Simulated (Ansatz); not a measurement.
Two isomers of CH5AlN2O: A = `C=[N][Al]([NH2])[OH]`, B = `N=C(O)[NH][AlH2]`.

Program: Ansatz. Geometries: PBE0-D4/def2-TZVP. ΔE: electronic, gas phase. CCSD(T)/CBS adds triple-zeta CCSD(T) − MP2 to the extrapolated MP2 energy (def2 sets, frozen cores). DFT in def2-TZVPP. B3LYP here is the variant with VWN-RPA as its local correlation; programs differ in this. Each species was taken in one conformer, which may not be the lowest.

A:

```xyz
10

C    -0.652   -1.966   -1.145
N    -0.423   -1.035   -0.354
Al   -0.133    0.538    0.358
N     1.523    1.094    0.603
O    -1.486    1.430    0.856
H    -0.798   -1.821   -2.229
H    -0.727   -3.014   -0.811
H     1.791    1.969    1.019
H     2.340    0.563    0.351
H    -1.436    2.243    1.352
```

B:

Z-matrix (Å, degrees):
```
C
O 1 1.349
N 1 1.377 2 111.0
N 1 1.268 2 119.3 3 180.0
H 2 0.965 1 105.4 3 180.0
Al 3 1.793 1 129.0 2 179.9
H 3 1.011 1 111.1 2 -0.0
H 4 1.014 1 112.5 2 180.0
H 6 1.578 3 118.4 1 0.0
H 6 1.577 3 115.3 1 -180.0
```

Which isomer does CCSD(T)/CBS put lower? Give the gap. (Best estimate.)

Computed: A, by 209.6 kJ/mol.

Give E(B) − E(A) in kJ/mol with CCSD(T)/def2-TZVPP, B2PLYP, ωB97M-V, PBE-D4, MP2/def2-TZVPP, B3LYP, PBE0-D4. (An estimate is asked.)

The calculation gave: CCSD(T)/def2-TZVPP 202.7, B2PLYP 206.1, ωB97M-V 193.4, PBE-D4 172.9, MP2/def2-TZVPP 211.1, B3LYP 201.3, PBE0-D4 177.5. None reverses the order clearly.

Largest T1 diagnostic: 0.014.

From PBE to PBE0 (25 % exact exchange), in def2-TZVPP and without D4, E(B) − E(A) moves by +4.2 kJ/mol.
